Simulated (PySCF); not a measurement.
## Excitation energy of Ag by level of theory

Ag [Kr] 4d10 5s1 (2S) → Ag [Kr] 4d10 5d1 (2D), as a difference of total energies. All numbers are calculated (PySCF 2.14, scalar relativity through the core potential, in aug-cc-pVTZ-PP with one added diffuse shell each of s, p, d, f, g type with ECP28MDF (7s7p6d4f3g, 113 functions)). Correlated levels: valence: 4s2 4p6 frozen. The calculations carry no spin-orbit coupling.

```
           method  excitation energy (eV)  error (eV)
              UHF                   4.983      -1.062
              LDA                   6.589      +0.544
              PBE                   6.148      +0.103
             PBE0                   5.912      -0.133
           r2SCAN                   6.180      +0.135
           revPBE                   5.976      -0.069
          wB97M-V                   6.017      -0.028
           PBEsol                   6.244      +0.199
    MP2 (valence)                   6.077      +0.032
SCS-MP2 (valence)                   5.916      -0.129
```

Reference: 6.045 eV (measured; NIST levels, between the centres of gravity of the two terms).

Errors of the correlated levels include the incompleteness of this basis and the frozen core.
